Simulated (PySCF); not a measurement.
## Electron correlation in Co²⁺ (cobalt, charge +2)

[Ar] 3d7, high-spin 4F determinant. Calculation: PySCF 2.14, in x2c-QZVPPall (11s7p5d4f2g, 103 functions); scalar relativity by spin-free X2C-1e. Frozen: [Ar]; 7 electrons correlated.

| level | correlation energy (mhartree) |
| --- | --- |
| CCSD | -188.73 |
| (T) | -3.81 |
| CCSD(T) | -192.54 |

Diagnostics: T1 = 0.0061, D1 = 0.0092, largest double amplitude 0.017.

Cost of the coupled-cluster step: about 26 core-seconds, for 7 correlated electrons.
